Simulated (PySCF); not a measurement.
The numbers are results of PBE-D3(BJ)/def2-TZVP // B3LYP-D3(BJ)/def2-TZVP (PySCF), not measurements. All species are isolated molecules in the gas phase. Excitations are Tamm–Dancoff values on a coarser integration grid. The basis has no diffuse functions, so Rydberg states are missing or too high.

Reference species (SMILES): `[SiH3][Al]([I])[I]` (neutral, multiplicity 1).

- T1 excitation (TDA): 3.48 eV
- dipole moment: 0.97 D
- S1 oscillator strength: 0.000

After one change: the T1 excitation (TDA) drops by 0.85 eV; the dipole moment drops by 0.90 D; the S1 oscillator strength stays essentially unchanged.

### Question
Which change was made? The new species is one of these.
A) `[SiH3][Al]([SiH3])[I]`
B) `[I][Al]([I])[I]`
C) `[SiH3][Al]([SiH3])[SiH3]`

### Answer
C, `[SiH3][Al]([SiH3])[SiH3]`
